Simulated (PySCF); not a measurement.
Vibration and rotation of SrS

RHF-CCSD(T) constants of SrS, ¹Σ⁺ (singlet), closed shell (basis Sr def2-SVPD with ECP28, S def2-SVPD; scalar-relativistic core potentials; PySCF 2.14; masses 87.9056 and 31.9721 u):

* ωe: 350.4 cm⁻¹
* ωexe: 1.24 cm⁻¹
* Be: 0.11174 cm⁻¹
* αe: 0.000497 cm⁻¹
* D (centrifugal): 4.55e-08 cm⁻¹
* De to Sr + S: 2.87 eV

Problem. Give the vibrational terms G(v) and spacings up to v = 3.

Solution. G(v) = ωe(v+½) − ωexe(v+½)².

```
v  G(v) (cm⁻¹)  G(v) − G(v−1)  Bv (cm⁻¹)
0          175                    0.1115
1          523            348     0.1110
2          868            345     0.1105
3         1211            343     0.1100
```

A state of this spin cannot dissociate to the ground-state fragments, so its own limit lies higher than the one that De refers to.

Measured values (Huber and Herzberg, Constants of Diatomic Molecules (1979)): ωe = 388.38 cm⁻¹, ωexe = 1.31 cm⁻¹, Be = 0.12072 cm⁻¹, αe = 0.00044 cm⁻¹.

Correlated steps freeze 5 core orbitals. Correlated levels converge slowly with the basis: in double zeta they bind strong bonds too weakly, by up to about 1 eV, and carry superposition errors of some tenths. Where the molecule has an RHF reference, its open-shell atoms are computed with UHF. The CCSD T1 diagnostic is raised, a sign that a single reference may not be enough here.
